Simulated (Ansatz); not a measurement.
```xyz
12

C     0.089    1.248   -0.623
C     0.422    0.135    0.349
O     1.630   -0.527    0.009
Ge   -0.967   -1.271    0.388
H    -0.844    1.748   -0.349
H     0.879    2.008   -0.628
H    -0.012    0.863   -1.641
H     0.488    0.550    1.366
H     2.329    0.131   -0.053
H    -1.136   -1.855   -1.025
H    -2.303   -0.647    0.837
H    -0.574   -2.384    1.370
```

Charge 0, multiplicity 1.

(1) List the ωB97M-V/def2-TZVPP orbital energies in eV (Ansatz 0.2.0). (Best estimate.)

## Answers

(1) Computed: Occupied: -10866.13, -1361.99, -1209.72, -1209.71, -1209.71, -526.12, -282.83, -281.39, -173.77, -123.01, -123.01, -122.99, -35.82, -35.82, -35.81, -35.74, -35.74, -31.42, -23.79, -20.31, -17.70, -16.89, -15.06, -14.60, -13.34, -12.71, -11.63, -11.58, -10.62, -10.15. Lowest empty: 2.19, 2.94, 3.22, 3.42, 3.69, 4.05, 4.29, 4.95.
